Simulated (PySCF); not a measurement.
C5H7FO3.
Numbering: `[CH2:1]=[CH:2][C@@H:3]1[O:4][CH2:5][O:6][C@H:7]([F:8])[O:9]1`

Cartesian coordinates in Å at the GFN2-xTB level; atoms count from 1:
```xyz
16
C5H7FO3 angstrom
C      2.6794   -0.8636    0.0996
C      1.4588   -0.7007    0.5694
C      0.4301    0.1665   -0.0970
O     -0.1029    1.0471    0.8547
C     -1.3077    1.5834    0.4362
O     -2.3024    0.5804    0.2674
C     -1.7564   -0.6528    0.0394
F     -1.5377   -1.2795    1.2576
O     -0.6059   -0.6411   -0.6830
H      3.3902   -1.5043    0.5916
H      3.0164   -0.3635   -0.7934
H      1.1072   -1.1980    1.4605
H      0.8639    0.7248   -0.9466
H     -1.6575    2.2650    1.2146
H     -1.1905    2.1175   -0.5251
H     -2.4925   -1.2722   -0.4898
```

NICS is the negative of the GIAO shielding at a point without a nucleus: at the ring centre (0) and 1 Å above and below it (1); zz is the component along the ring normal. Level: GIAO PBE0/pcSseg-1 (PySCF, non-relativistic, gas phase) on the GFN2-xTB geometry, one conformer.

Ring bond lengths (Å), with Mayer bond orders in brackets: C3–O4 1.402 (0.92), O4–C5 1.384 (0.97), C5–O6 1.423 (0.90), O6–C7 1.368 (1.04), C7–O9 1.359 (1.04), O9–C3 1.438 (0.87).

**Question.** Give the NICS values of each ring in ppm.

**Answer.** 
| ring | type | NICS(0) | NICS(1), two faces | NICS(1)zz, two faces | rms pucker (Å) | centre to ring atoms, mean (Å) |
| --- | --- | --- | --- | --- | --- | --- |
| C3–O4–C5–O6–C7–O9 | 6-membered ring with 3 O; formal bonds all single | -2.7 | -1.9 / -1.1 | 0.6 / 0.3 | 0.26 | 1.34 |

**Question.** What do they say, and how far can they be read as aromaticity?

**Answer.** 
- C3–O4–C5–O6–C7–O9: mean NICS(1)zz 0.5 ppm, near zero. C3, C5, C7 have four or more neighbours, so the value isn't read as a sign of a π ring current.

**Question.** What are the shieldings of the ring atoms and their hydrogens in the same run (means over atoms taken as equivalent)?

**Answer.** 
| atoms | environment | σ isotropic (ppm) |
| --- | --- | --- |
| C3 | sp3 carbon bearing two oxygens | 81.1 |
| O4 | cyclic ether oxygen | 236.9 |
| C5 | sp3 carbon bearing two oxygens | 95.5 |
| O6 | cyclic ether oxygen | 210.4 |
| C7 | sp3 carbon bearing two oxygens | 70.1 |
| O9 | cyclic ether oxygen | 195.3 |
| H13 | methine hydrogen | 26.27 |
| H14 | methylene hydrogen | 26.24 |
| H15 | methylene hydrogen | 26.18 |
| H16 | methine hydrogen | 25.42 |
